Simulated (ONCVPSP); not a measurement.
## silicon (Si): one change to an ONCV potential, before and after

| Quantity | Value |
| --- | --- |
| Element | silicon (Si) |
| Generator | ONCVPSP 4.0.1 |
| Type | optimised norm-conserving Vanderbilt (ONCV) |
| Functional | PBE |
| Relativity | scalar-relativistic |
| Frozen core | [He] |
| Valence charge | 12 |
| Reference configuration | 2s2 2p6 3s2 3p1 (charge +1) |
| Partial waves | 2s+3s: rc 1.10 bohr, ncon 3, nbas 8, qcut 12.3 1/bohr, 2 projectors; 2p+3p: rc 0.75 bohr, ncon 5, nbas 9, qcut 18.6 1/bohr, 2 projectors |
| Local potential | polynomial inside 0.55 bohr (lpopt 3, dvloc0 0 Ha) |
| Core correction | none |

All-electron outer shells of the reference configuration (PBE, scalar-relativistic, ld1.x):

```
shell  level (eV)  outermost node (bohr)  outermost maximum (bohr)
   1s    -1795.62                      –                      0.07
   2s     -149.00                   0.15                      0.45
   2p     -105.08                      –                      0.39
   3s      -19.03                   0.72                      1.75
   3p      -11.66                   0.71                      2.04
```

Change: p: qcut 20.4.

Cutoffs: the cutoffs (Ha) at which the residual kinetic energy of the hardest occupied pseudo-wave falls to 1 and 0.1 mHa per electron; they do not see the model core or the augmentation charge, which bear on the density cutoff. Errors are all-electron minus pseudo energies relative to the spin-unpolarised reference configuration.

Task: How do hardness, ghosts and transferability respond?

Result: The potential gets harder (144 Ha and 163 Ha → 157 Ha and 179 Ha); the errors of the 4 common tests hardly move; neither file shows a bound ghost. The waves are optimised to have the least kinetic energy above qcut, so the cutoff follows it (qcut²/2 in Ha).

| quantity | base | changed |
| --- | --- | --- |
| cutoff, loose | 144 Ha | 157 Ha |
| cutoff, tight | 163 Ha | 179 Ha |
| loose cutoff by channel | s 35 Ha, p 144 Ha | s 35 Ha, p 157 Ha |
| bound ghosts | none | none |
| GHOST(+) flags under 300 eV | none | none |
| error for 2s2 2p6 3s2 3p2, meV [ΔE -7.74 eV] | +0.2 | +0.2 |
| error for 2s2 2p6 3s2 3p0, meV [ΔE 15.99 eV] | +0.6 | +0.6 |
| error for 2s2 2p6 3s1 3p0, meV [ΔE 49.96 eV] | -1.7 | -1.7 |
| error for 2s2 2p6 3s1 3p3, meV [ΔE -0.93 eV] | +1.0 | +1.0 |
| s: phases at 1.12 bohr within 0.05 rad from the reference energy up to (Ha; the scan ends near 5) | to the end of the scan | to the end of the scan |
| p: phases at 0.76 bohr within 0.05 rad from the reference energy up to (Ha; the scan ends near 5) | to the end of the scan | to the end of the scan |
